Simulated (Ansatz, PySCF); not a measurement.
Molecule: CH2BCl2O, charge 0, multiplicity 2. It need not be the lowest isomer of its formula. 
Structure (B3LYP-D3(BJ)/def2-TZVP (Ansatz, a quantum-chemistry and plane-wave program) minimum search):
SMILES: [CH2]OB(Cl)Cl
```xyz
7

B      0.0440    -0.1428     0.0315
Cl     0.3084     1.5664    -0.3128
Cl     1.4105    -1.2070     0.3091
O     -1.1924    -0.6794     0.0920
C     -2.3776    -0.0485    -0.0881
H     -3.2464    -0.6760     0.0064
H     -2.3897     1.0068    -0.3079
```
Charge 0, spin multiplicity 2.

Quantity: atomisation energy (electronic, to ground-state atoms), in kcal/mol. Cores are frozen in the correlated levels unless marked. UHF or UKS for open shells. No spin-orbit coupling. No relativistic terms. The coupled-cluster limit lacks core correlation, which all-electron functionals hold. CBS marks a two-point X^-3 extrapolation of the correlation energy; Hartree-Fock from the larger set. [CCSD(T)-MP2]/basis is that difference in the basis named.

| level | program | atomisation energy (kcal/mol) | minus last row |
|---|---|---|---|
| HF/cc-pV(D+d)Z | Ansatz | 460.9 | -175.8 |
| HF-D4/def2-TZVPD | PySCF + dftd4 | 484.6 | -152.1 |
| PBE-D4/def2-TZVPD | Ansatz + dftd4 | 664.4 | 27.7 |
| r2SCAN/def2-TZVPD | Ansatz | 650.8 | 14.1 |
| B3LYP-D3(BJ)/def2-TZVPD | Ansatz + dftd3 | 638.0 | 1.3 |
| PBE0-D3(BJ)/def2-TZVP | Ansatz + dftd3 | 648.8 | 12.1 |
| r2SCANh/def2-TZVPD | Ansatz | 644.9 | 8.2 |
| r2SCAN0/def2-TZVPD | Ansatz | 636.5 | -0.2 |
| HSE06-D4/def2-TZVPD | Ansatz + dftd4 | 649.2 | 12.5 |
| HSE06/def2-TZVPD | Ansatz | 646.0 | 9.3 |
| CAM-B3LYP-D4/def2-TZVPD | Ansatz + dftd4 | 641.1 | 4.4 |
| CAM-B3LYP/def2-TZVPD | Ansatz | 637.6 | 0.9 |
| MP2/STO-3G | Ansatz | 611.2 | -25.5 |
| MP2/6-31G* | Ansatz | 609.2 | -27.5 |
| RI-MP2/CBS(cc-pV(T+d)Z,cc-pV(Q+d)Z) | Ansatz | 661.2 | 24.5 |
| SCS-MP2/cc-pV(D+d)Z | Ansatz | 594.0 | -42.7 |
| SCS-MP2/cc-pV(T+d)Z | Ansatz | 627.8 | -8.9 |
| CCSD/cc-pV(T+d)Z | Ansatz | 605.5 | -31.2 |
| CCSD(T)/6-31G* | Ansatz | 588.8 | -47.9 |
| RI-MP2/CBS(cc-pV(T+d)Z,cc-pV(Q+d)Z)+[CCSD(T)-MP2]/cc-pV(D+d)Z | Ansatz | 638.4 | 1.7 |
| RI-MP2/CBS(cc-pV(T+d)Z,cc-pV(Q+d)Z)+[CCSD(T)-MP2]/cc-pV(T+d)Z | Ansatz | 636.7 | 0.0 |
